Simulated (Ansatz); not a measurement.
Geometry optimisation, RKS PBE0/def2-SVP (Ansatz).

input.yaml

```yaml
crystal:
  periodic: [false, false, false]
  atoms:
    - { symbol: Sn, position_ang: [0.0, 0.0, 0.0] }
    - { symbol: Cl, position_ang: [0.0, 0.0, 2.41] }
    - { symbol: Cl, position_ang: [2.2726, 0.0, -0.8025] }
    - { symbol: C, position_ang: [-1.0126, 1.7544, -0.716] }
    - { symbol: H, position_ang: [-2.0653, 1.5008, -0.9603] }
    - { symbol: H, position_ang: [-0.9943, 2.5391, 0.069] }
    - { symbol: H, position_ang: [-0.5023, 2.131, -1.6269] }
    - { symbol: Cl, position_ang: [-1.1351, -1.9666, -0.8025] }
basis:
  gaussian: { orbitals: def2-SVP }
hamiltonian:
  xc: pbe0
relax:
  f_tol: 0.02
  max_steps: 40
output:
  orbitals: {}
```

Launched with:

```bash
$ ansatz run input.yaml --threads 2 --pin off --max-ram 3072MiB --backend cpu --events-out ev --progress --plain --runs-dir out
```

Question: Where does it end, and by what steps?

Answer: It converged. After 5 steps the energy has fallen by 0.151 eV; H5 moved furthest, 0.17 Å.

| step | energy less start (eV) | largest force component (eV/Å) | accepted |
| --- | --- | --- | --- |
| 0 | 0.0000 | 0.998 | yes |
| 1 | -0.1133 | 0.615 | yes |
| 2 | -0.1377 | 0.520 | yes |
| 3 | -0.1503 | 0.029 | yes |
| 4 | -0.1505 | 0.053 | yes |
| 5 | -0.1506 | 0.004 | yes |

```xyz
8
Properties=species:S:1:pos:R:3
Sn -0.022 0.039 -0.015
Cl 0.099 -0.010 2.318
Cl 2.172 -0.091 -0.810
C -1.025 1.775 -0.724
H -2.006 1.473 -1.113
H -1.140 2.474 0.115
H -0.416 2.224 -1.520
Cl -1.100 -1.926 -0.679
```

Whether the end is a true minimum wasn't checked by a vibrational analysis.

Run time: 27 s on 2 threads of Arm Neoverse V1, with other jobs on the host, peak memory 0.28 GiB.
